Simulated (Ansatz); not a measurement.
## One arrangement of a pair

The pair of H3O⁺ (SMILES [OH3+], atoms 1–4) and Br2 (SMILES BrBr, atoms 5–6), both closed shells, in one local arrangement (a lower one may exist), relaxed at PBE0-D4/def2-TZVP:

O1  (0.236, -0.013, -1.067)
H2  (-0.364, 0.416, -1.701)
H3  (0.661, -0.800, -1.451)
H4  (-0.204, -0.191, -0.132)
Br5  (0.593, 1.008, 2.647)
Br6  (-0.922, -0.420, 1.704)
(Å)

Ansatz 0.2.0; basis: def2-TZVPPD, with def2-QZVPPD for the basis limit; cores frozen in the correlated methods. Filled d shells of the heavier atoms are correlated. The def2 sets are not built for correlating such inner shells, so the correlated values are less sure here. B3LYP uses VWN-RPA correlation. Extrapolation: Hartree–Fock as exp(−7.88 √X), correlation as X^−2.97. Interaction energies count from these two fragments, frozen as in the pair, with the counterpoise correction; negative means bound.

Task: What is the interaction energy by CCSD(T) at an estimated basis limit (MP2 extrapolated from triple and quadruple zeta, plus CCSD(T) − MP2 in triple zeta)? (Judge from chemistry; the value comes from the calculation.)

Result: Computed: -16.97 kcal/mol. Hartree–Fock alone gives -11.54 kcal/mol at the basis limit. It counts from the two fragments frozen as in the pair.

The same quantity by other methods in triple zeta, and each one's difference from that estimate:
| method | E_int (kcal/mol) | difference |
| --- | --- | --- |
| PBE-D4 | -20.70 | -3.73 |
| revPBE-D4 | -20.22 | -3.25 |
| BLYP-D4 | -19.84 | -2.87 |
| r2SCAN-D4 | -19.13 | -2.16 |
| B97M-V | -17.87 | -0.90 |
| PBE0-D4 | -19.21 | -2.24 |
| B3LYP-D4 | -18.87 | -1.90 |
| HSE06-D4 | -19.22 | -2.25 |
| wB97X-V | -17.27 | -0.30 |
| wB97M-V | -17.15 | -0.18 |
| B2PLYP | -16.88 | 0.09 |
| HF | -11.35 | 5.62 |
| MP2 | -16.41 | 0.56 |
| CCSD | -15.25 | 1.72 |
| CCSD(T) | -16.05 | 0.92 |
Differences are method less estimate.

Task: Which atoms make the shortest contact between the fragments?

Result: H4 and Br6, 1.98 Å apart.

Energy to bend the free fragments (PBE0-D4 minima) into their shapes in the pair, CCSD(T)/def2-TZVPPD: H3O⁺ 2.47 kcal/mol; Br2 -0.02 kcal/mol. This must be added to the interaction energy to get the binding energy from relaxed fragments.

Basis-set superposition shift (counterpoise-corrected less uncorrected): CCSD(T) 1.89; MP2 1.87; HF 0.24; PBE0-D4 0.26; wB97M-V 0.22 kcal/mol.

No T1 diagnostic of these runs exceeds 0.008.

For scale, one of the runs: CCSD(T)/def2-TZVPPD, 205 basis functions, launched by `ansatz run in.yaml --threads 4 --pin off --events-out ev --progress --plain --max-ram 9574MiB`. Hardware: 4 CPU threads of an AMD EPYC 9R45, shared host. Wall time 37 s; peak host memory 2.8 GiB.
